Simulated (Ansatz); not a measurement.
ClFH$_{4}$OSSi$_{2}$ (`O[SiH](F)S[SiH2]Cl`), charge 0, multiplicity 1.

Give a relaxed structure at PBE0-D4/def2-TZVP (Ansatz). (Best estimate.)

Ansatz gave: 
Z-matrix (Å, degrees):
```
Si
F 1 1.594
S 1 2.131 2 107.7
O 1 1.622 2 111.5 3 119.2
H 1 1.468 2 108.0 3 -123.3
Si 3 2.129 1 100.2 2 -34.9
H 4 0.959 1 119.2 2 -72.3
Cl 6 2.052 3 111.5 1 -56.2
H 6 1.478 3 105.4 1 -174.0
H 6 1.476 3 111.9 1 64.2
```
This is one stationary point; other conformers may exist.
